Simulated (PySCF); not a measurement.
Ligand exchange on a metal centre used in film growth or etching (Ti OH-H). All species are isolated molecules in the gas phase. One relaxed conformer stands for each flexible species; it need not be the lowest.

All values below come from PBE-D3(BJ)/def2-TZVP // r2SCAN-D4/def2-SVP (PySCF). 

```csv
species,LUMO (eV),charge on the central atom (meta-Löwdin) (e),coordination number
0 of 4 OH replaced by H ([Ti(OH)4]),-2.08,1.34,___
1 of 4 OH replaced by H ([Ti(OH)3(H)]),-2.31,1.16,4
2 of 4 OH replaced by H ([Ti(OH)2(H)2]),-3.07,1.05,4
3 of 4 OH replaced by H ([Ti(OH)(H)3]),-3.50,0.97,4
4 of 4 OH replaced by H,-4.29,___,___
```

Question: Some entries are withheld; supply them.

Answer: 
- 0 of 4 OH replaced by H ([Ti(OH)4]), coordination number: 4
- 4 of 4 OH replaced by H, charge on the central atom (meta-Löwdin) (e): 0.92
- 4 of 4 OH replaced by H, coordination number: 4
